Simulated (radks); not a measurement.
Values are calculated unless marked as measured or tabulated.
Q: All-electron atom: the barium ion Ba38+ in [Ar]. Code: a radial shooting solver on a logarithmic mesh with Libxc functionals. Model: non-relativistic Kohn-Sham, LB94 model potential, spin-polarised, spherical densities, point nucleus; relativity is left out, which matters for an element this heavy. Some entries of the table are withheld. Estimate them.

| orbital | occ. | eigenvalue (hartree) | r(max) (bohr) |
|---|---|---|---|
| 1s | 2 | -1390.730 | 0.01797 |
| 2s | 2 | (1) | 0.09854 |
| 2p | 6 | -268.5264 | 0.07693 |
| 3s | 2 | -106.5228 | 0.2648 |
| 3p | 6 | -102.5052 | (2) |

A: 
(1) 2s eigenvalue (hartree): -279.0465
(2) 3p r(max) (bohr): 0.2496
